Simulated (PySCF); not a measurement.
C3H5Al.
Numbering: `[CH3:1][C:2]#[C:3][AlH2:4]` (hydrogens: H5, H6, H7 on C1; H8, H9 on Al4)

The calculation used EOM-IP-CCSD/aug-cc-pVDZ in PySCF, restricted Hartree–Fock reference, frozen core, non-relativistic, gas phase, PBE0-D3(BJ)/def2-SVP geometry.

Hartree–Fock orbital energies give these Koopmans values (eV): HOMO 10.08, HOMO-1 10.28, HOMO-2 11.79, HOMO-3 13.04, HOMO-4 16.10, HOMO-5 16.13, HOMO-6 16.21, HOMO-7 18.10.

What vertical ionisation energies does EOM-IP-CCSD give?

```csv
leading hole (HF orbital),Koopmans (eV),EOM-IP-CCSD (eV),change (eV),one-hole share
HOMO,10.08,9.92,-0.16,0.96
HOMO-1,10.28,10.20,-0.08,0.96
HOMO-2,11.79,11.32,-0.47,0.94
HOMO-3,13.04,11.97,-1.07,0.93
HOMO-6,16.21,14.77,-1.44,0.92
HOMO-4,16.10,15.05,-1.05,0.95
HOMO-5,16.13,15.07,-1.06,0.95
HOMO-7,18.10,16.15,-1.95,0.91
```

Does the order of the lines follow the orbital energies?

No: the HOMO-6 hole (14.77 eV) falls below the HOMO-4 hole (15.05 eV); the HOMO-6 hole (14.77 eV) falls below the HOMO-5 hole (15.07 eV). The corrections run from -1.95 to -0.08 eV, with a mean of -0.91 eV over the 8 lines; no line lies above its Koopmans value.

At what kinetic energies would He II light (40.81 eV) eject these electrons?

30.89 eV (HOMO), 30.61 eV (HOMO-1), 29.49 eV (HOMO-2), 28.84 eV (HOMO-3), 26.04 eV (HOMO-6), 25.76 eV (HOMO-4), 25.74 eV (HOMO-5), 24.66 eV (HOMO-7).

Lines less than 0.15 eV apart could change places at a higher level. One root was sought for each valence orbital with −ε under 21 eV, eight at most, so deeper holes and satellites are missing; no vibrational structure.
